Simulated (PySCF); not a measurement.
Molecule: `C#CCCNCC`, C6H11N.

Bonds (- single, = double, # triple, : aromatic): C1#C2, C2-C3, C3-C4, C4-N5, N5-C6, C6-C7. C1 carries H8; C3 carries H9, H10; C4 carries H11, H12; N5 carries H13; C6 carries H14, H15; C7 carries H16, H17, H18.

Frames of a GFN2-xTB Langevin trajectory at 300 K; GIAO PBE0/pcSseg-1 shieldings in PySCF 2.14, gas phase, non-relativistic; equivalent atoms averaged within each frame.

Chemical shifts δ = σref − σ; 13C (σref 186.93), 1H (σref 31.72) vs TMS; 15N (σref 267.73) vs NH3, all at this level. The references are static minima.

How do the shifts (ppm) fluctuate along the trajectory?

Answers


| time (fs) | C2 | C1 | C4 | C6 | C3 | C7 | N5 | H11/H12 | H9/H10 | H8 |
| --- | --- | --- | --- | --- | --- | --- | --- | --- | --- | --- |
| 250 | 91.9 | 78.7 | 58.9 | 46.1 | 31.0 | 19.5 | 69.7 | 3.37 | 3.08 | 2.97 |
| 425 | 95.6 | 76.0 | 54.6 | 52.1 | 26.2 | 16.3 | 55.7 | 3.11 | 2.84 | 0.84 |
| 625 | 89.4 | 78.6 | 58.4 | 51.1 | 25.9 | 17.2 | 76.3 | 2.91 | 2.30 | 1.74 |
| 800 | 93.2 | 78.7 | 59.0 | 54.2 | 23.2 | 20.0 | 63.2 | 2.87 | 2.11 | 1.17 |
| 1000 | 90.3 | 77.0 | 59.1 | 47.2 | 20.2 | 24.7 | 60.3 | 2.62 | 2.23 | 2.24 |
| mean of frames | 92.1 | 77.8 | 58.0 | 50.1 | 25.3 | 19.5 | 65.0 | 2.98 | 2.51 | 1.79 |
| standard deviation | 2.5 | 1.2 | 1.9 | 3.4 | 4.0 | 3.3 | 8.1 | 0.28 | 0.42 | 0.85 |

5 frames give an uncertainty of the mean of about the standard deviation over 2.2 at best, since frames this close in time may not be independent; classical motion lacks zero-point vibration, and the reference would need the same averaging.
